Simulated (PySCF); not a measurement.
Compound: C4H9ClO4S.
Cartesian coordinates in Å at the GFN2-xTB level; atoms count from 1:
```xyz
19
C4H9ClO4S angstrom
C      1.680    1.601    1.144
O      1.186    0.283    1.081
C      0.176    0.071    0.130
C     -1.212    0.482    0.605
S     -2.315   -0.034   -0.734
O     -3.545    0.681   -0.607
O     -1.637    0.026   -1.988
Cl    -2.752   -1.956   -0.343
O      0.064   -1.282   -0.135
C      1.134   -1.835   -0.884
H      2.552    1.561    1.794
H      1.976    1.959    0.152
H      0.943    2.290    1.569
H      0.417    0.633   -0.797
H     -1.350    1.552    0.720
H     -1.496   -0.059    1.502
H      0.890   -2.887   -1.007
H      2.079   -1.728   -0.347
H      1.201   -1.349   -1.862
```

Computed at PBE0/pcSseg-1 (PySCF, non-relativistic), with Q(17O) = −0.0256 b, Q(33S) = −0.0678 b, Q(35Cl) = −0.0817 b: O2, 17O (I = 5/2): χzz = -11.90 MHz, η = 0.993; S5, 33S (I = 3/2): χzz = -13.73 MHz, η = 0.184; O6, 17O (I = 5/2): χzz = -7.908 MHz, η = 0.202; O7, 17O (I = 5/2): χzz = -7.866 MHz, η = 0.254; Cl8, 35Cl (I = 3/2): χzz = -73.14 MHz, η = 0.103; O9, 17O (I = 5/2): χzz = -11.87 MHz, η = 0.905.

(1) Where would the pure quadrupole (NQR) lines of 17O at O2 fall for the rigid, isolated species?

(2) Where would the pure quadrupole (NQR) lines of 33S at S5 fall for the rigid, isolated species?

(3) Where would the pure quadrupole (NQR) lines of 17O at O6 fall for the rigid, isolated species?

(4) Find the zero-field quadrupole resonance frequencies of 17O at O7.

(5) Find the zero-field quadrupole resonance frequencies of 35Cl at Cl8.

(6) Find the zero-field quadrupole resonance frequencies of 17O at O9.

(7) Apply the simplest Townes–Dailey estimate (no s hybridisation, no π bonding), ionic character = 1 − χzz/χ0, where χ0 is the coupling for one missing p electron along the bond: −109.74 MHz for 35Cl.

## Answers

(1) From the eigenvalues of H = χ/[4I(2I − 1)] × [3Iz² − I(I + 1) + η(Ix² − Iy²)], steps between neighbouring levels, labelled as for η = 0: ±1/2↔±3/2 3.135 MHz, ±3/2↔±5/2 3.153 MHz (ether oxygen).

(2) From ν = (|χ|/2)√(1 + η²/3): ν = 6.902 MHz (sulfonyl sulfur).

(3) From the eigenvalues of H = χ/[4I(2I − 1)] × [3Iz² − I(I + 1) + η(Ix² − Iy²)], steps between neighbouring levels, labelled as for η = 0: ±1/2↔±3/2 1.238 MHz, ±3/2↔±5/2 2.353 MHz (sulfonyl oxygen).

(4) From the eigenvalues of H = χ/[4I(2I − 1)] × [3Iz² − I(I + 1) + η(Ix² − Iy²)], steps between neighbouring levels, labelled as for η = 0: ±1/2↔±3/2 1.260 MHz, ±3/2↔±5/2 2.330 MHz (sulfonyl oxygen).

(5) From ν = (|χ|/2)√(1 + η²/3): ν = 36.64 MHz (chlorine bonded to S). For 37Cl the ratio of quadrupole moments, 0.7881, gives 28.87 MHz.

(6) From the eigenvalues of H = χ/[4I(2I − 1)] × [3Iz² − I(I + 1) + η(Ix² − Iy²)], steps between neighbouring levels, labelled as for η = 0: ±1/2↔±3/2 2.948 MHz, ±3/2↔±5/2 3.190 MHz (ether oxygen).

(7) Cl8 on S5: 1 − (-73.14)/(-109.74) = 0.33. In this model a purely covalent bond gives χ0 and a free halide ion gives zero; s hybridisation or π bonding, where present, is counted here as ionic character.

In a crystal, neighbours and librations shift these lines. GFN2-xTB bond lengths can be off by several hundredths of an ångström, more for odd bonds, and the gradients follow them. These gradients aren't converged with respect to the basis.

One conformer stands for the species.
